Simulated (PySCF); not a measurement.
CH$_{5}$N$_{2}$ (SMILES NC=[NH2+]), charge +1, singlet, geometry from GFN2-xTB. Base run: PBE/STO-3G in PySCF.

Input for PySCF:
```python
from pyscf import gto, scf, dft

mol = gto.M(
    atom='''
N     1.14797274    0.20018934    0.03700286
C     0.00000738   -0.40400940    0.15397542
N    -1.14797868    0.12474531   -0.16084144
H     1.21954645    1.14751701   -0.31697552
H     2.01157036   -0.25676282    0.29638706
H     0.00002593   -1.41964718    0.54105366
H    -1.21958691    1.06736807   -0.52715794
H    -2.01155856   -0.38896122   -0.05028975
''',
    basis='sto-3g',
    charge=1,
    verbose=5,
)

mf = dft.RKS(mol)
mf.xc = 'pbe'
mf.kernel()
mo_i, mo_e, stable_i, stable_e = mf.stability(internal=True, external=True, return_status=True, nroots=6, tol=1e-6)
print('internally stable:', stable_i, ' externally stable:', stable_e)
if not stable_e:
    umf = mf.to_uhf() if not hasattr(mf, 'xc') else mf.to_uks()
    umf.scf_summary = {}
    umf.kernel(umf.make_rdm1(mo_e, umf.mo_occ))
```

The bond that is stretched is that between atoms 5 and 1. A test that says stable can miss a lower solution.

Variants of this job, named by their change:

```tsv
change	ΔE vs base (mEh)	<S^2>	HOMO-LUMO gap (eV)	stability test says	outcome
base	0.000	0.000	6.05	stable	converged
bond × 1.25	25.359	0.000	6.01	stable	converged
bond × 1.5	84.392	0.000	4.60	stable	converged
bond × 1.8	152.8	0.000	2.17	stable	converged
bond × 2.2	219.7	0.000	0.42	external instability	converged
bond × 3.0	-	-	-	-	not converged
```

Where a bond breaks into two radicals, a solution with restricted orbitals usually stops being the lowest and lies too high; an unrestricted one lies lower at the price of spin contamination, which <S^2> shows.
